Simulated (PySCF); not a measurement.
## What builds the second ionisation energy along the second row

Calculated with PySCF 2.14 from differences of total energies of unrestricted determinants, without spin-orbit coupling. Each column adds one step, in eV (sums use unrounded values): valence MP2, valence CCSD, valence triples, then the next inner shell at CCSD(T) (B 1s, C 1s, N 1s, O 1s, F 1s, Ne 1s). References (NIST) marked * lie between the lowest fine-structure levels; the others compare directly ((s) semi-empirical, (t) theoretical).

```csv
element,UHF,+ MP2,+ CCSD,+ (T),+ inner shell,sum,reference
"B [He] 2s2 → [He] 2s1 (ANO-RCC-VTZP, spin-free X2C)",23.455,0.976,0.662,0.000,0.007,25.100,25.155
"C [He] 2s2 2p1 → [He] 2s2 (ANO-RCC-VTZP, spin-free X2C)",24.174,0.213,-0.167,0.032,0.027,24.280,24.378
"N [He] 2s2 2p2 → [He] 2s2 2p1 (ANO-RCC-VTZP, spin-free X2C)",29.211,0.418,-0.156,0.016,0.022,29.510,29.601 (s) *
"O [He] 2s2 2p3 → [He] 2s2 2p2 (ANO-RCC-VTZP, spin-free X2C)",34.586,0.617,-0.178,0.008,0.013,35.046,35.121 *
"F [He] 2s2 2p4 → [He] 2s2 2p3 (ANO-RCC-VTZP, spin-free X2C)",33.479,1.184,0.047,0.021,0.009,34.740,34.950
"Ne [He] 2s2 2p5 → [He] 2s2 2p4 (ANO-RCC-VTZP, spin-free X2C)",39.249,1.487,-0.069,0.031,0.012,40.710,40.963 *
```

What remains against the references is mostly basis incompleteness and, for starred values, spin-orbit coupling.

These are valence bases, so the inner-shell step is incomplete.
